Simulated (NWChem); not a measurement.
System: BiCl₂, doublet; SMILES [Cl][Bi][Cl]

The following NWChem deck was run.

```
start job
memory heap 200 mb stack 900 mb global 1100 mb
geometry units angstroms
  Bi     0.268312     0.070615     0.325319
  Cl     0.561033     0.122962    -2.144660
  Cl    -2.141877    -0.539029     0.226392
end
basis spherical
  * library def2-svp
end
ecp
  Bi library def2-ecp
end
dft
  odft
  mult 2
  xc pbe0
  iterations 150
end
driver
  maxiter 120
end
task dft optimize
dft
  grid fine
  convergence energy 1d-8 density 1d-7
end
task dft freq numerical
```

Excerpt of the output:

```
             Northwest Computational Chemistry Package (NWChem) 7.3.0
             --------------------------------------------------------

 C2V symmetry detected

                             Geometry "geometry" -> ""
                             -------------------------

 Output coordinates in angstroms (scale by  1.889725989 to convert to a.u.)

  No.       Tag          Charge          X              Y              Z
 ---- ---------------- ---------- -------------- -------------- --------------
    1 Bi                  83.0000     0.00000000     0.00000000     0.49044710
    2 Cl                  17.0000     1.82796620     0.00000000    -1.19726791
    3 Cl                  17.0000    -1.82796620     0.00000000    -1.19726791

 Effective nuclear repulsion energy (a.u.)     642.0621909690

      Symmetry information
      --------------------

 Group name             C2v
 Group number             16
 Group order               4
 No. of unique centers     2

                                Z-matrix (autoz)
                                --------

 Units are Angstrom for bonds and degrees for angles

      Type          Name      I     J     K     L     M      Value
      ----------- --------  ----- ----- ----- ----- ----- ----------
    1 Stretch                  1     2                       2.48794
    2 Stretch                  1     3                       2.48794
    3 Bend                     2     1     3                94.56898

                           NWChem Geometry Optimization
                           ----------------------------

 maximum gradient threshold         (gmax) =   0.000450
 rms gradient threshold             (grms) =   0.000300
 maximum cartesian step threshold   (xmax) =   0.001800
 rms cartesian step threshold       (xrms) =   0.001200
 fixed trust radius                (trust) =   0.300000
 source of zmatrix                         =   autoz

          -------------------
          Energy Minimization
          -------------------

 Using diagonal initial Hessian
 Scaling for Hessian diagonals: bonds = 1.00  angles = 0.25  torsions = 0.10

          --------
          Step   0

                                 NWChem DFT Module
                                 -----------------

 Summary of "ao basis" -> "ao basis" (spherical)
 ------------------------------------------------------------------------------
       Tag                 Description            Shells   Functions and Types
 ---------------- ------------------------------  ------  ---------------------
 Bi                         def2-svp                10       26   4s4p2d
 Cl                         def2-svp                 8       18   4s3p1d

      Symmetry analysis of basis
      --------------------------

        a1         25
        a2          7
        b1         19
        b2         11

            General Information
            -------------------
          SCF calculation type: DFT
          Wavefunction type:  spin polarized.
          No. of atoms     :     3
          No. of electrons :    57
           Alpha electrons :    29
            Beta electrons :    28
          Charge           :     0
          Spin multiplicity:     2
          Use of symmetry is: on ; symmetry adaption is: on
          Maximum number of iterations: 150
          AO basis - number of functions:    62
                     number of shells:    26
          Convergence on energy requested:  1.00D-06
          Convergence on density requested:  1.00D-05
          Convergence on gradient requested:  5.00D-04

              XC Information
              --------------
                         PBE0 Method XC Functional
                     Hartree-Fock (Exact) Exchange  0.250
          PerdewBurkeErnzerhof Exchange Functional  0.750
            Perdew 1991 LDA Correlation Functional  1.000 local
           PerdewBurkeErnz. Correlation Functional  1.000 non-local

             Grid Information
             ----------------
          Grid used for XC integration:  medium
          Radial quadrature: Mura-Knowles
          Angular quadrature: Lebedev.
          Tag              B.-S. Rad. Rad. Pts. Rad. Cut. Ang. Pts.
          ---              ---------- --------- --------- ---------
          Bi                  1.60      123           8.0       590
          Cl                  1.00       88          10.0       590
          Grid pruning is: on
          Number of quadrature shells:   211
          Spatial weights used:  Erf1

      Superposition of Atomic Density Guess
      -------------------------------------

 Sum of atomic energies:       -1164.06605102

      Non-variational initial energy
      ------------------------------

 Total energy =   -1132.169215
 1-e energy   =   -2058.486715
 2-e energy   =     718.157194
 HOMO         =      -0.117987
 LUMO         =      -0.011988

   Symmetry analysis of molecular orbitals - initial alpha
   -------------------------------------------------------

  Numbering of irreducible representations:

     1 a1          2 a2          3 b1          4 b2

  Orbital symmetries:

     1 a1          2 b1          3 a1          4 b1          5 a1
     6 b1          7 b2          8 b1          9 a1         10 a2
    11 a1         12 b1         13 a1         14 b2         15 b1
    16 a1         17 a1         18 a2         19 b2         20 a1
    21 b1         22 a1         23 b1         24 a1         25 b2
    26 a2         27 b1         28 a1         29 b2         30 b1
    31 a1         32 a1         33 b1         34 a1         35 b2
    36 a1         37 a2         38 b2         39 a1

   Symmetry analysis of molecular orbitals - initial beta
   ------------------------------------------------------

  Numbering of irreducible representations:

     1 a1          2 a2          3 b1          4 b2

  Orbital symmetries:

     1 a1          2 b1          3 a1          4 b1          5 a1
     6 b1          7 b2          8 b1          9 a1         10 a2
    11 a1         12 b1         13 a1         14 b2         15 b1
    16 a1         17 a1         18 a2         19 b2         20 a1
    21 b1         22 a1         23 b1         24 a1         25 b2
    26 a2         27 b1         28 a1         29 b2         30 b1
    31 a1         32 a1         33 b1         34 a1         35 b2
    36 a1         37 a2         38 b2         39 a1

   convergence    iter        energy       DeltaE   RMS-Dens  Diis-err
 ---------------- ----- ----------------- --------- --------- ---------
 d= 0,ls=0.0,diis     1  -1134.4343015782 -1.34D+03  1.53D-02  1.13D-01
                                                     1.54D-02  1.07D-01
 d= 0,ls=0.0,diis     2  -1134.3171975304  1.17D-01  8.27D-03  2.66D-01
                                                     9.11D-03  2.78D-01
 d= 0,ls=0.0,diis     3  -1134.5089012557 -1.92D-01  1.02D-03  2.74D-03
                                                     8.98D-04  2.48D-03
 d= 0,ls=0.0,diis     4  -1134.5104649920 -1.56D-03  2.90D-04  3.09D-04
                                                     2.76D-04  3.16D-04
 d= 0,ls=0.0,diis     5  -1134.5106376002 -1.73D-04  8.05D-05  4.65D-06
                                                     5.08D-05  2.09D-06
  Resetting Diis
 d= 0,ls=0.0,diis     6  -1134.5106431320 -5.53D-06  1.63D-05  3.94D-07
                                                     2.19D-05  4.37D-07
 d= 0,ls=0.0,diis     7  -1134.5106437988 -6.67D-07  1.02D-05  5.79D-08
                                                     6.97D-06  4.36D-08
 d= 0,ls=0.0,diis     8  -1134.5106439197 -1.21D-07  2.42D-06  1.20D-08
                                                     4.76D-06  2.21D-08

         Total DFT energy =    -1134.510643919652
      One electron energy =    -2059.425981651274
           Coulomb energy =      790.155135960561
    Exchange-Corr. energy =      -73.400104701244
 Nuclear repulsion energy =      208.160306472305

 Numeric. integr. density =       56.999999578192

                  Occupations of the irreducible representations
                  ----------------------------------------------

                     irrep           alpha         beta
                     --------     --------     --------
                     a1               12.0         12.0
                     a2                3.0          3.0
                     b1                9.0          9.0
                     b2                5.0          4.0

                    DFT Final Alpha Molecular Orbital Analysis
                    ------------------------------------------

 Vector   27  Occ=1.000000D+00  E=-3.199335D-01  Symmetry=a1
              MO Center= -1.9D-14, -4.9D-17, -1.0D+00, r^2= 4.6D+00
   Bfn.  Coefficient  Atom+Function         Bfn.  Coefficient  Atom+Function
  ----- ------------  ---------------      ----- ------------  ---------------
    39      0.448938  2 Cl pz                57      0.448938  3 Cl pz
    36      0.315460  2 Cl pz                54      0.315460  3 Cl pz
    33      0.185604  2 Cl pz                51      0.185604  3 Cl pz
     3     -0.168576  1 Bi s                 13     -0.147786  1 Bi pz
     4     -0.125105  1 Bi s                  1      0.117974  1 Bi s

[...]

      ----------------------
      Optimization converged
      ----------------------

  Step       Energy      Delta E   Gmax     Grms     Xrms     Xmax
  ---- ---------------- -------- -------- -------- -------- --------
@    4   -1134.51168465  1.4D-08  0.00002  0.00002  0.00027  0.00046
                                     ok       ok       ok       ok

                                Z-matrix (autoz)
                                --------

 Units are Angstrom for bonds and degrees for angles

      Type          Name      I     J     K     L     M      Value     Gradient
      ----------- --------  ----- ----- ----- ----- ----- ---------- ----------
    1 Stretch                  1     2                       2.46409    0.00002
    2 Stretch                  1     3                       2.46409    0.00002
    3 Bend                     2     1     3               100.54927    0.00001

                         Geometry "geometry" -> "geometry"
                         ---------------------------------

 Output coordinates in angstroms (scale by  1.889725989 to convert to a.u.)

  No.       Tag          Charge          X              Y              Z
 ---- ---------------- ---------- -------------- -------------- --------------
    1 Bi                  83.0000     0.00000000     0.00000000     0.41518446
    2 Cl                  17.0000     1.89517328     0.00000000    -1.15963659
    3 Cl                  17.0000    -1.89517328     0.00000000    -1.15963659

 Effective nuclear repulsion energy (a.u.)     646.3880872285

      Symmetry information
      --------------------

 Group name             C2v
 Group number             16
 Group order               4
 No. of unique centers     2

                Final and change from initial internal coordinates
                --------------------------------------------------

                                Z-matrix (autoz)
                                --------

 Units are Angstrom for bonds and degrees for angles

      Type          Name      I     J     K     L     M      Value       Change
      ----------- --------  ----- ----- ----- ----- ----- ---------- ----------
    1 Stretch                  1     2                       2.46409   -0.02385
    2 Stretch                  1     3                       2.46409   -0.02385
    3 Bend                     2     1     3               100.54927    5.98029

 ==============================================================================
                                internuclear distances
 ------------------------------------------------------------------------------
       center one      |      center two      | atomic units |  angstroms
 ------------------------------------------------------------------------------
    2 Cl               |   1 Bi               |     4.65646  |     2.46409
    3 Cl               |   1 Bi               |     4.65646  |     2.46409
 ------------------------------------------------------------------------------
                         number of included internuclear distances:          2
 ==============================================================================

[second-derivative integrals and response iterations left out]

  Vibrational analysis via the FX method

  See chapter 2 in "Molecular Vibrations" by Wilson, Decius and Cross

  Vib: Default input used

 ---------------------------- Atom information ----------------------------
     atom    #        X              Y              Z            mass
 --------------------------------------------------------------------------
    Bi       1  0.0000000D+00  0.0000000D+00  7.8458486D-01  2.0898040D+02
    Cl       2  3.5813582D+00  0.0000000D+00 -2.1913954D+00  3.4968850D+01
    Cl       3 -3.5813582D+00  0.0000000D+00 -2.1913954D+00  3.4968850D+01
 --------------------------------------------------------------------------

[unprojected Hessian and modes left out]

        Vibrational analysis via the FX method
  --- with translations and rotations projected out ---
  --- via the Eckart algorithm                      ---
 Projected Nuclear Hessian trans-rot subspace norm:5.4167D-34
                         (should be close to zero!)

[projected Hessian left out]

 Rotational Constants
 --------------------
 A=   0.129717 cm-1  (  0.186630 K)
 B=   0.067111 cm-1  (  0.096555 K)
 C=   0.044228 cm-1  (  0.063634 K)

 Temperature                      =   298.15K
 frequency scaling parameter      =   1.0000

 Zero-Point correction to Energy  =    1.126 kcal/mol  (  0.001794 au)
 Thermal correction to Energy     =    3.824 kcal/mol  (  0.006094 au)
 Thermal correction to Enthalpy   =    4.416 kcal/mol  (  0.007037 au)

 Total Entropy                    =   75.003 cal/mol-K
   - Translational                =   42.756 cal/mol-K (mol. weight = 278.9181)
   - Rotational                   =   26.440 cal/mol-K (symmetry #  =        2)
   - Vibrational                  =    5.806 cal/mol-K

 Cv (constant volume heat capacity) =   11.084 cal/mol-K
   - Translational                  =    2.979 cal/mol-K
   - Rotational                     =    2.979 cal/mol-K
   - Vibrational                    =    5.125 cal/mol-K

[normal modes left out]

 ----------------------------------------------------------------------------
 Normal Eigenvalue ||           Projected Infra Red Intensities
  Mode   [cm**-1]  || [atomic units] [(debye/angs)**2] [(KM/mol)] [arbitrary]
 ------ ---------- || -------------- ----------------- ---------- -----------
    1        0.000 ||    0.001255           0.029         1.224       1.221
    2        0.000 ||    0.001875           0.043         1.828       1.824
    3        0.000 ||    0.001875           0.043         1.828       1.824
    4        0.000 ||    0.000000           0.000         0.000       0.000
    5        0.000 ||    0.000478           0.011         0.466       0.465
    6        0.000 ||    0.001225           0.028         1.194       1.192
    7      102.333 ||    0.002326           0.054         2.268       2.263
    8      336.717 ||    0.060071           1.386        58.560      58.432
    9      348.779 ||    0.023418           0.540        22.829      22.779
 ----------------------------------------------------------------------------
```

Level: PBE0/def2-SVP with def2 effective core potentials on Bi, spin-unrestricted. In the optimisation the excess spin sits in b2 (C2v, its own frame). This spin state was assumed; another may lie lower. def2 effective core potentials on Bi; no spin-orbit coupling.
